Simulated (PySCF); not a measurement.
Steps of a relaxation of [Ce(NO2)]2+

[Ce(NO2)]2+ (singlet in the valence; each metal's 4f electrons, 1 of them, lie in its core potential, out of spins and levels). PySCF 2.14.0, RKS r2SCAN, Ce lcecp-1-SVP with ECP47, O def2-SVP, N def2-SVP; non-relativistic Hamiltonian with scalar-relativistic core potentials where named; density fitting; no spin-orbit coupling. Origin of the start: template. Columns: position (Å) and force (eV/Å). Energies are counted from the last step; some of the 6 steps are shown. Forces carry noise of the integration grid, about 0.01 to 0.03 eV/Å.

Run from Python with OMP_NUM_THREADS=2. Where DIIS fails, smearing, a level shift and second-order steps follow.
It took 16 s on 2 threads of Arm Neoverse V2 (shared host), from the converged density of the start.

```xyz
4
step 0  E = 0.388 eV
Ce    0.0000    0.0000   -0.6251     0.00    0.00    2.39
O     1.0600    0.0000    1.6914    -1.13    0.00   -1.20
O    -1.0600    0.0000    1.6914     1.13    0.00   -1.20
N     0.0000    0.0000    2.3814     0.00    0.00    0.01
```

```xyz
4
step 2  E = 0.030 eV
Ce    0.0000    0.0000   -0.4349     0.00    0.00   -0.39
O     1.0237    0.0000    1.6053     0.92    0.00    0.53
O    -1.0237    0.0000    1.6053    -0.92    0.00    0.53
N     0.0000    0.0000    2.3635     0.00    0.00   -0.67
```

```xyz
4
step 3  E = 0.003 eV
Ce    0.0000    0.0000   -0.4578     0.00    0.00    0.25
O     1.0388    0.0000    1.6210     0.19    0.00   -0.13
O    -1.0388    0.0000    1.6210    -0.19    0.00   -0.13
N     0.0000    0.0000    2.3550     0.00    0.00    0.01
```

Task: Where does the relaxation end?

Result: It converges at step 5 in C2v:
```xyz
4
step 5  E = 0
Ce    0.0000    0.0000   -0.4444
O     1.0438    0.0000    1.6164
O    -1.0438    0.0000    1.6164
N     0.0000    0.0000    2.3506
```

Task: How did the contacts change?

Result: 
| contact | start (Å) | end (Å) |
| --- | --- | --- |
| Ce1–O2 (NO2) | 2.548 | 2.310 |


No frequency check is given that shows the relaxed geometry to be a minimum. An lcecp potential fixes the number of 4f electrons, so in runs with it no electron can move into or out of that shell.
